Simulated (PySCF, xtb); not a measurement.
C3H9ClOSi, SMILES OCCC[SiH2]Cl. One conformer was computed; it need not be the lowest.

Harmonic wavenumbers (cm⁻¹) from GFN2-xTB in xtb at its own minimum, in rising order: 30, 45, 126, 189, 195, 327, 350, 456, 499, 521, 584, 697, 714, 750, 781, 899, 920, 1010, 1058, 1116, 1130, 1163, 1249, 1297, 1319, 1346, 1354, 1464, 1481, 1493, 2234, 2295, 2866, 2936, 2960, 2977, 2988, 2992, 3540.

Task: What does PBE-D3(BJ)/def2-SVP (PySCF) give at its own minimum? (Estimate from the structure and the level; the computed values follow.)

Result: 25, 52, 119, 195, 204, 323, 345, 467, 501, 539, 649, 669, 753, 835, 863, 881, 923, 981, 1023, 1083, 1099, 1132, 1220, 1261, 1316, 1338, 1361, 1369, 1410, 1432, 2160, 2179, 2909, 2943, 2984, 2991, 3005, 3044, 3692. Paired by order, the mean absolute difference is 35 cm⁻¹ and the zero-point energies are 72.0 and 71.9 kcal/mol.
